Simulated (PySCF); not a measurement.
# Electron correlation in Te²⁺ (tellurium, charge +2)

[Kr] 4d10 5s1 5p3, high-spin 5S determinant (an excited configuration). Calculation: PySCF 2.14, in aug-cc-pVTZ-PP with one added diffuse shell each of d, f type with ECP28MDF (6s5p5d3f, 67 functions); scalar relativity through the core potential. Frozen: 4s2 4p6 4d10; 4 electrons correlated.

| level | correlation energy (mhartree) |
| --- | --- |
| CCSD | -21.53 |
| (T) | -0.21 |
| CCSD(T) | -21.74 |

Diagnostics: T1 = 0.0011, D1 = 0.0027, largest double amplitude 0.034.

Problem. Is a single reference adequate?

Solution. Yes, within this model without spin-orbit coupling: T1 lies below 0.03 and no double amplitude reaches 0.07.
